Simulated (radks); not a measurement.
Values are calculated unless marked as measured or tabulated.
Task: The lead ion Pb4+, [Xe] 4f14 5d10. Code: a radial shooting solver on a logarithmic mesh with Libxc functionals. Model: non-relativistic Kohn-Sham, PBE, spin-polarised, spherical densities, point nucleus. Every spin shell is full or empty, so the densities are truly spherical. Functionals are evaluated on that one density, not self-consistently. Rank these exchange functionals by their error against the exact value of the orbitals, and give that value: LDA, WC, SOGGA, TPSS, revTPSS, SCAN, r2SCAN, TASK.

Result: Exact: -358.191 hartree. From best to worst, with 100 (|E| - |E exact|)/|E exact| (equal figures are ties): SCAN +0.03, r2SCAN -0.20, TPSS -0.46, WC -0.65, revTPSS -0.92, TASK -1.80, SOGGA -1.82, LDA -3.80.
